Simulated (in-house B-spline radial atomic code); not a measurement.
# Ionising the mercury ion Hg⁷⁺ with different functionals

Computed with an all-electron radial atomic-structure program (B-spline basis): four-component Dirac-Coulomb Hamiltonian, Fermi nucleus of rms radius 5.4648 fm, spin-restricted, spherical fractional occupations for the functionals, and exact exchange of hybrids averaged over the configuration. The ionisation energy is the difference of two self-consistent energies, [Xe] 4f14 5d5 → [Xe] 4f14 5d4, without Breit or QED terms; ε is the level of the shell that loses the electron (mean over j). The electron is taken from both j subshells in proportion to 2j + 1, so the result is a j average, not the step between ground levels.

| method | rung | ΔSCF (eV) | -ε(5d) (eV) |
| --- | --- | --- | --- |
| BHandHLYP | global hybrid | 115.15 | 111.10 |
| HSE06 | range-separated hybrid | 115.23 | 108.37 |
| LC-wPBE | range-separated hybrid | ? | ? |
| wB97X | range-separated hybrid | ? | ? |

(1) What does LC-wPBE give?

(2) What does wB97X give?

(3) Among the functionals, which spreads more, the ΔSCF values or the orbital energies?

(4) How do they compare with the NIST value?

Results:

(1) ΔSCF 115.21 eV, and -ε(5d) = 111.59 eV.

(2) ΔSCF 114.99 eV, and -ε(5d) = 111.20 eV.

(3) The orbital energies: ΔSCF values span about 0.24 eV and the orbital energies 3.22 eV; here energy differences depend much less on the functional than eigenvalues do.

(4) NIST lists 114 eV ± 2.1 (tabulated theory, ground level to ground level). Errors run from +1.09 to +1.33 eV; all lie within about twice that uncertainty, so the table can't rank the methods.
